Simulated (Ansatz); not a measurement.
C$_{2}$H$_{4}$BGa, relaxed with RKS PBE0-D4/def2-TZVP in Ansatz 0.2.0 from a PBE-D4/def2-SVP geometry. The force threshold is 0.005 eV/Å; the program also tests the step.

Charge 0, multiplicity 1. The bonds changed during the relaxation, so this is another structure than the one it started from.

Start:

```xyz
8

C    -0.554    0.312    1.322
C     0.057    0.304    0.132
B     0.671    0.254   -1.171
Ga   -0.375   -1.842   -0.460
H    -1.298    1.085    1.599
H    -0.343   -0.437    2.115
H     1.739    0.745   -1.480
H     0.102   -0.421   -2.057
```

By how much does the energy fall, and how many steps does the optimiser take? (Best estimate.)

Computed: 4.22 kJ/mol, in 12 steps, 2 of them rejected.

Which bonds change most? (Best estimate.)

Computed: C2–Ga4 from 2.267 to 2.232 Å; B3–H8 from 1.251 to 1.229 Å; B3–H7 from 1.216 to 1.194 Å; C1–C2 from 1.338 to 1.319 Å.

Give the relaxed structure. (Estimate.)

The calculation gave: 
```xyz
8

C    -0.556    0.304    1.290
C     0.062    0.319    0.124
B     0.661    0.263   -1.170
Ga   -0.301   -1.825   -0.376
H    -1.264    1.078    1.583
H    -0.383   -0.470    2.043
H     1.735    0.692   -1.463
H     0.046   -0.361   -2.032
```
